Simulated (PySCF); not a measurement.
# Hartree-Fock beside MP2: FHOSi2

Calculated results; nothing here was measured. They come from PySCF 2.14.0, an open-source quantum chemistry program, on an isolated molecule that a program drew, which may never have been made. The molecule is FHOSi2 (charge 0, singlet), drawn as the SMILES string `O=[Si](F)[SiH]`.

The geometry was optimised and harmonic frequencies were computed with HF and MP2, all in the cc-pV(D+d)Z basis, for the commonest isotopes, with a restricted reference for singlets and an unrestricted one otherwise, and a frozen core in MP2. Each result is a local minimum of its method.

Geometry at the HF minimum:
```xyz
5
FHOSi2, angstrom
O    -2.7966   -1.2396   -0.8827
Si   -2.2004   -0.0992   -0.1298
F    -0.8686   -0.1960    0.7554
Si   -2.9580    2.1591   -0.0613
H    -3.7522    1.8402    1.1852
```

Lengths of the bonds as drawn, in Å (atoms numbered as above):
| bond | HF | MP2 |
|---|---|---|
| O1-Si2 | 1.491 | 1.535 |
| Si2-F3 | 1.602 | 1.629 |
| Si2-Si4 | 2.383 | 2.377 |
| Si4-H5 | 1.512 | 1.519 |

Rotational constants, in GHz:
| constant | HF | MP2 |
|---|---|---|
| A | 7.49 | 7.08 |
| B | 3.108 | 3.125 |
| C | 2.24 | 2.211 |

Harmonic frequencies in cm^-1, each column in rising order, so a row needn't be the same motion in every method:
```
rank,HF,MP2
1,111,78
2,224,215
3,263,241
4,289,267
5,467,437
6,698,?
7,886,832
8,1366,1216
9,2172,2122
```

**Estimate the missing MP2 frequency from the HF column.**

A single factor s that minimises the squared misfit of MP2 against s times HF over the other rows is sum(HF x MP2) / sum(HF^2) = 0.9496, with an rms misfit of 37 cm^-1. For rank 6 it gives 0.9496 x 698 = 663 cm^-1. The calculation gives 638 cm^-1, 25 cm^-1 below the estimate. The drawn bonds are on average 1.2 % longer in MP2 than in HF.
